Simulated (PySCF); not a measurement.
Species: C12H14.
InChI=1S/C12H14/c1-2-7(3-1)10-6-8-4-5-9-11(8)12(9)10/h4-9,11-12H,1-3H2/t8-,9-,11+,12+/m0/s1

The closed-shell ground state was solved at several levels (PySCF, density fitting, gas phase, non-relativistic). Geometry: PBE0-D3(BJ)/def2-SVP, one conformer, isolated molecule.

| level | basis functions | total energy (Eh) | HOMO (eV) | LUMO (eV) | gap (eV) | dipole (D) |
| --- | --- | --- | --- | --- | --- | --- |
| PBE0/def2-SVPD | 352 | -464.7451 | -6.32 | 0.05 | 6.37 | 0.34 |
| PBE0/pcSseg-1 | 274 | -464.9875 | -6.34 | 0.11 | 6.45 | 0.32 |
| KT2/pcSseg-1 | 274 | -473.9450 | -5.33 | -0.87 | 4.46 | 0.32 |

Problem. What might B3LYP/pcJ-1 (464 basis functions) give for the same quantities?

Solution. Total energy -465.6177 Eh, HOMO -6.09 eV, LUMO -0.05 eV, gap 6.04 eV, dipole 0.30 D.

Problem. Over all these levels, which gives the widest orbital gap and which the narrowest?

Solution. PBE0/pcSseg-1 (global hybrid, 25 % exact exchange) has the widest, 6.45 eV, and KT2/pcSseg-1 (GGA) the narrowest, 4.46 eV. The two share the basis. From the narrowest to the widest the HOMO moves by -1.01 eV and the LUMO by +0.98 eV.

Problem. How far do the dipole and the HOMO energy spread over the levels?

Solution. The dipole runs from 0.30 to 0.34 D (mean 0.32 D) and the HOMO from -6.34 to -5.33 eV.
